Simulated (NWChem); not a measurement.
System: SiP2H6; SMILES [SiH2](P)P

Output (shortened):

```
             Northwest Computational Chemistry Package (NWChem) 7.3.0
             --------------------------------------------------------

 C2V symmetry detected

                             Geometry "geometry" -> ""
                             -------------------------

 Output coordinates in angstroms (scale by  1.889725989 to convert to a.u.)

  No.       Tag          Charge          X              Y              Z
 ---- ---------------- ---------- -------------- -------------- --------------
    1 Si                  14.0000     0.00000000     0.00000000    -0.81945468
    2 P                   15.0000    -1.97266500     0.00000000     0.33229732
    3 P                   15.0000     1.97266500     0.00000000     0.33229732
    4 H                    1.0000     0.00000000     1.21862100    -1.70434368
    5 H                    1.0000     0.00000000    -1.21862100    -1.70434368
    6 H                    1.0000    -1.54031000    -1.04414300     1.22803332
    7 H                    1.0000    -1.54031000     1.04414300     1.22803332
    8 H                    1.0000     1.54031000     1.04414300     1.22803332
    9 H                    1.0000     1.54031000    -1.04414300     1.22803332

 Effective nuclear repulsion energy (a.u.)     191.2645225835

      Symmetry information
      --------------------

 Group name             C2v
 Group number             16
 Group order               4
 No. of unique centers     4

  pbe96 is a nonlocal functional; adding pw91lda local functional.

                                 NWChem DFT Module
                                 -----------------

 Summary of "ao basis" -> "ao basis" (spherical)
 ------------------------------------------------------------------------------
       Tag                 Description            Shells   Functions and Types
 ---------------- ------------------------------  ------  ---------------------
 Si                          6-31g*                  8       18   4s3p1d
 P                           6-31g*                  8       18   4s3p1d
 H                           6-31g*                  2        2   2s

      Symmetry analysis of basis
      --------------------------

        a1         26
        a2          8
        b1         19
        b2         13

            General Information
            -------------------
          SCF calculation type: DFT
          Wavefunction type:  closed shell.
          No. of atoms     :     9
          No. of electrons :    50
           Alpha electrons :    25
            Beta electrons :    25
          Charge           :     0
          Spin multiplicity:     1
          Use of symmetry is: on ; symmetry adaption is: on
          Maximum number of iterations: 150
          AO basis - number of functions:    66
                     number of shells:    36
          Convergence on energy requested:  1.00D-06
          Convergence on density requested:  1.00D-05
          Convergence on gradient requested:  5.00D-04

              XC Information
              --------------
          PerdewBurkeErnzerhof Exchange Functional  1.000
            Perdew 1991 LDA Correlation Functional  1.000 local
           PerdewBurkeErnz. Correlation Functional  1.000 non-local

             Grid Information
             ----------------
          Grid used for XC integration:  medium
          Radial quadrature: Mura-Knowles
          Angular quadrature: Lebedev.
          Tag              B.-S. Rad. Rad. Pts. Rad. Cut. Ang. Pts.
          ---              ---------- --------- --------- ---------
          Si                  1.10       88           9.0       590
          P                   1.00       88          11.0       590
          H                   0.35       45          11.0       434
          Grid pruning is: on
          Number of quadrature shells:   266
          Spatial weights used:  Erf1

      Superposition of Atomic Density Guess
      -------------------------------------

 Sum of atomic energies:        -973.06695648

      Non-variational initial energy
      ------------------------------

 Total energy =    -973.911027
 1-e energy   =   -1727.475177
 2-e energy   =     562.299627
 HOMO         =      -0.261177
 LUMO         =       0.041359

      Symmetry analysis of molecular orbitals - initial
      -------------------------------------------------

  Numbering of irreducible representations:

     1 a1          2 a2          3 b1          4 b2

  Orbital symmetries:

     1 b1          2 a1          3 a1          4 a1          5 b1
     6 a1          7 b2          8 a2          9 b1         10 a1
    11 a1         12 b1         13 b2         14 a1         15 b1
    16 a1         17 b1         18 a1         19 b2         20 a2
    21 b1         22 b2         23 a1         24 a1         25 b1
    26 a1         27 b2         28 b1         29 a2         30 a1
    31 b2         32 b1         33 a1         34 a1         35 b1

   convergence    iter        energy       DeltaE   RMS-Dens  Diis-err
 ---------------- ----- ----------------- --------- --------- ---------
 d= 0,ls=0.0,diis     1   -975.2240139048 -1.17D+03  1.25D-02  2.71D-01
 d= 0,ls=0.0,diis     2   -975.2381021948 -1.41D-02  8.40D-03  9.42D-02
 d= 0,ls=0.0,diis     3   -975.2511421188 -1.30D-02  3.58D-03  3.37D-02
 d= 0,ls=0.0,diis     4   -975.2577823023 -6.64D-03  8.38D-04  1.36D-03
 d= 0,ls=0.0,diis     5   -975.2580717486 -2.89D-04  1.34D-04  2.21D-05
  Resetting Diis
 d= 0,ls=0.0,diis     6   -975.2580771539 -5.41D-06  2.76D-05  1.09D-06
 d= 0,ls=0.0,diis     7   -975.2580773666 -2.13D-07  1.57D-05  1.51D-07
 d= 0,ls=0.0,diis     8   -975.2580773500  1.65D-08  8.83D-06  2.35D-07

         Total DFT energy =     -975.258077350037
      One electron energy =    -1730.062024364310
           Coulomb energy =      632.634281655526
    Exchange-Corr. energy =      -69.094857224725
 Nuclear repulsion energy =      191.264522583471

 Numeric. integr. density =       49.999993130972

                  Occupations of the irreducible representations
                  ----------------------------------------------

                     irrep           alpha         beta
                     --------     --------     --------
                     a1               11.0         11.0
                     a2                2.0          2.0
                     b1                8.0          8.0
                     b2                4.0          4.0

                       DFT Final Molecular Orbital Analysis
                       ------------------------------------

 Vector   23  Occ=2.000000D+00  E=-2.826247D-01  Symmetry=a1
              MO Center= -3.3D-14,  4.1D-15, -4.0D-01, r^2= 4.1D+00
   Bfn.  Coefficient  Atom+Function         Bfn.  Coefficient  Atom+Function
  ----- ------------  ---------------      ----- ------------  ---------------
     9      0.364073  1 Si pz                27     -0.260063  2 P  pz
    45     -0.260063  3 P  pz                56     -0.180682  4 H  s
    58     -0.180682  5 H  s                 55     -0.152955  4 H  s
    57     -0.152955  5 H  s                  5     -0.147045  1 Si pz
    25      0.142193  2 P  px                43     -0.142193  3 P  px

 Vector   24  Occ=2.000000D+00  E=-2.722149D-01  Symmetry=a1
              MO Center=  4.0D-16,  6.6D-16,  1.6D-01, r^2= 6.0D+00
   Bfn.  Coefficient  Atom+Function         Bfn.  Coefficient  Atom+Function
  ----- ------------  ---------------      ----- ------------  ---------------
    25     -0.270592  2 P  px                43      0.270592  3 P  px
    28      0.263714  2 P  s                 46      0.263714  3 P  s
    24      0.256643  2 P  s                 42      0.256643  3 P  s
    27     -0.185584  2 P  pz                45     -0.185584  3 P  pz
     9     -0.167318  1 Si pz                13     -0.136467  1 Si pz

 Vector   25  Occ=2.000000D+00  E=-2.217133D-01  Symmetry=b1
              MO Center= -6.9D-15, -9.6D-16,  2.5D-01, r^2= 6.7D+00
   Bfn.  Coefficient  Atom+Function         Bfn.  Coefficient  Atom+Function
  ----- ------------  ---------------      ----- ------------  ---------------
    25      0.416138  2 P  px                43      0.416138  3 P  px
    29      0.259482  2 P  px                47      0.259482  3 P  px
     7     -0.223938  1 Si px                24     -0.176797  2 P  s
    42      0.176797  3 P  s                 21     -0.160699  2 P  px
    39     -0.160699  3 P  px                28     -0.141094  2 P  s

 Vector   26  Occ=0.000000D+00  E=-3.886771D-02  Symmetry=a1
              MO Center=  4.1D-14, -5.2D-15,  9.2D-02, r^2= 6.3D+00
   Bfn.  Coefficient  Atom+Function         Bfn.  Coefficient  Atom+Function
  ----- ------------  ---------------      ----- ------------  ---------------
    10      0.915593  1 Si s                 13      0.664294  1 Si pz
    29     -0.486075  2 P  px                47      0.486075  3 P  px
     6      0.401567  1 Si s                 31      0.397596  2 P  pz
    49      0.397596  3 P  pz                 9      0.339467  1 Si pz
    25     -0.260711  2 P  px                43      0.260711  3 P  px

 Vector   27  Occ=0.000000D+00  E=-1.124361D-02  Symmetry=b2
              MO Center=  1.3D-12,  3.2D-15,  2.4D-01, r^2= 6.3D+00
   Bfn.  Coefficient  Atom+Function         Bfn.  Coefficient  Atom+Function
  ----- ------------  ---------------      ----- ------------  ---------------
    30      0.591047  2 P  py                48      0.591047  3 P  py
    60      0.580798  6 H  s                 62     -0.580798  7 H  s
    64     -0.580798  8 H  s                 66      0.580798  9 H  s
    26      0.314926  2 P  py                44      0.314926  3 P  py
    56     -0.305529  4 H  s                 58      0.305529  5 H  s

 Vector   28  Occ=0.000000D+00  E=-6.507730D-03  Symmetry=a2
              MO Center= -1.3D-12, -3.3D-15,  3.5D-01, r^2= 6.7D+00
   Bfn.  Coefficient  Atom+Function         Bfn.  Coefficient  Atom+Function
  ----- ------------  ---------------      ----- ------------  ---------------
    30      0.719257  2 P  py                48     -0.719257  3 P  py
    60      0.604180  6 H  s                 62     -0.604180  7 H  s
    64      0.604180  8 H  s                 66     -0.604180  9 H  s
    26      0.294323  2 P  py                44     -0.294323  3 P  py
    59      0.136828  6 H  s                 61     -0.136828  7 H  s

     Multipole analysis of the density
     ---------------------------------

     L   x y z        total         alpha         beta         nuclear
     -   - - -        -----         -----         ----         -------
     0   0 0 0     -0.000000    -25.000000    -25.000000     50.000000

     1   1 0 0     -0.000000     -0.000000     -0.000000      0.000000
     1   0 1 0     -0.000000     -0.000000     -0.000000      0.000000
     1   0 0 1      0.431531      0.215765      0.215765      0.000000

     2   2 0 0    -38.494178   -244.639162   -244.639162    450.784146
     2   1 1 0      0.000000      0.000000      0.000000      0.000000
     2   1 0 1     -0.000000     -0.000000     -0.000000      0.000000
     2   0 2 0    -30.994106    -28.586812    -28.586812     26.179518
     2   0 1 1      0.000000      0.000000      0.000000      0.000000
     2   0 0 2    -31.753880    -59.721694    -59.721694     87.689509

                                 NWChem DFT Module
                                 -----------------

      Symmetry analysis of basis
      --------------------------

        a1         26
        a2          8
        b1         19
        b2         13

            General Information
            -------------------
          SCF calculation type: DFT
          Wavefunction type:  spin polarized.
          No. of atoms     :     9
          No. of electrons :    49
           Alpha electrons :    25
            Beta electrons :    24
          Charge           :     1
          Spin multiplicity:     2
          Use of symmetry is: on ; symmetry adaption is: on
          Maximum number of iterations: 150
          AO basis - number of functions:    66
                     number of shells:    36
          Convergence on energy requested:  1.00D-06
          Convergence on density requested:  1.00D-05
          Convergence on gradient requested:  5.00D-04

              XC Information
              --------------
          PerdewBurkeErnzerhof Exchange Functional  1.000
            Perdew 1991 LDA Correlation Functional  1.000 local
           PerdewBurkeErnz. Correlation Functional  1.000 non-local

             Grid Information
             ----------------
          Grid used for XC integration:  medium
          Radial quadrature: Mura-Knowles
          Angular quadrature: Lebedev.
          Tag              B.-S. Rad. Rad. Pts. Rad. Cut. Ang. Pts.
          ---              ---------- --------- --------- ---------
          Si                  1.10       88           9.0       590
          P                   1.00       88          11.0       590
          H                   0.35       45          11.0       434
          Grid pruning is: on
          Number of quadrature shells:   266
          Spatial weights used:  Erf1

      Superposition of Atomic Density Guess
      -------------------------------------

 Sum of atomic energies:        -973.06695648

 Renormalizing density from      50.00 to     49

      Non-variational initial energy
      ------------------------------

 Total energy =    -961.628589
 1-e energy   =   -1692.925673
 2-e energy   =     540.032562
 HOMO         =      -0.528335
 LUMO         =      -0.224158

   Symmetry analysis of molecular orbitals - initial alpha
   -------------------------------------------------------

  Numbering of irreducible representations:

     1 a1          2 a2          3 b1          4 b2

  Orbital symmetries:

     1 b1          2 a1          3 a1          4 b1          5 a1
     6 a1          7 b2          8 a2          9 b1         10 a1
    11 a1         12 b1         13 b1         14 b2         15 a1
    16 a1         17 b1         18 a1         19 b2         20 a2
    21 b1         22 b2         23 a1         24 a1         25 b1
    26 a1         27 b1         28 b2         29 a2         30 a1
    31 b2         32 b1         33 a1         34 a1         35 b2

   Symmetry analysis of molecular orbitals - initial beta
   ------------------------------------------------------

  Numbering of irreducible representations:

     1 a1          2 a2          3 b1          4 b2

  Orbital symmetries:

     1 b1          2 a1          3 a1          4 b1          5 a1
     6 a1          7 b2          8 a2          9 b1         10 a1
    11 a1         12 b1         13 b1         14 b2         15 a1
    16 a1         17 b1         18 a1         19 b2         20 a2
    21 b1         22 b2         23 a1         24 a1         25 b1
    26 a1         27 b1         28 b2         29 a2         30 a1
    31 b2         32 b1         33 a1         34 a1         35 b2

[...]
```

Level: PBE/6-31G* (spherical d), vertical spin-unrestricted ions. The geometry was optimised at PBE-D3(BJ)/def2-SVP.

Q: Reconstruct the input file.

A: This is not unique; one that fits is the input that was run:
```
start job
memory heap 200 mb stack 900 mb global 1100 mb
geometry units angstroms noautoz
  Si     0.000000     0.000000    -0.815264
  P     -1.972665     0.000000     0.336488
  P      1.972665     0.000000     0.336488
  H      0.000000     1.218621    -1.700153
  H      0.000000    -1.218621    -1.700153
  H     -1.540310    -1.044143     1.232224
  H     -1.540310     1.044143     1.232224
  H      1.540310     1.044143     1.232224
  H      1.540310    -1.044143     1.232224
end
basis spherical
  * library 6-31g*
end
dft
  xc xpbe96 cpbe96
  iterations 150
  vectors input atomic output neutral.movecs
end
task dft energy
charge 1
dft
  odft
  mult 2
  vectors input atomic output cation.movecs
end
task dft energy
```
